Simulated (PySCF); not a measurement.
C2H2N3, multiplicity 2. Atoms are numbered in the order given.

```xyz
7

C      0.0000     1.0508     0.3286
N      0.0000     0.0000     1.1578
C      0.0000    -1.0508     0.3286
N      0.0000    -0.6184    -0.9472
N      0.0000     0.6184    -0.9472
H      0.0000     2.1016     0.6066
H      0.0000    -2.1016     0.6066
```
Charge 0, spin multiplicity 2.

The structure is a stationary point at PBE0-D3(BJ)/def2-SVP. The isomer is the one that the SMILES or the coordinates give; other isomers of the formula were not compared.

All values below come from PBE0-D3(BJ)/def2-SVP in PySCF 2.14.0.

Frequencies are harmonic and unscaled.

| mode | ν (cm⁻¹) | IR (km/mol) | moving atoms (share of kinetic energy) |
|---|---|---|---|
| 1 | 253 | 355.1 | N 70 %, C 28 % |
| 2 | 424 | 84.3 | C 53 %, N 45 % |
| 3 | 528 | 0.0 | N 75 %, C 23 % |
| 4 | 812 | 30.5 | H 94 % |
| 5 | 848 | 0.0 | H 79 %, C 19 % |
| 6 | 973 | 1.2 | N 62 %, C 33 % |
| 7 | 1139 | 61.5 | H 75 %, N 15 %, C 11 % |
| 8 | 1187 | 0.0 | H 43 %, N 40 %, C 16 % |
| 9 | 1282 | 10.8 | C 57 %, N 37 % |
| 10 | 1288 | 0.0 | H 45 %, C 37 %, N 18 % |
| 11 | 1386 | 24.1 | N 52 %, C 43 % |
| 12 | 1443 | 14.0 | C 53 %, N 29 %, H 18 % |
| 13 | 1678 | 24.7 | N 96 % |
| 14 | 3308 | 1.1 | H 91 %, C 9 % |
| 15 | 3315 | 0.7 | H 91 %, C 9 % |
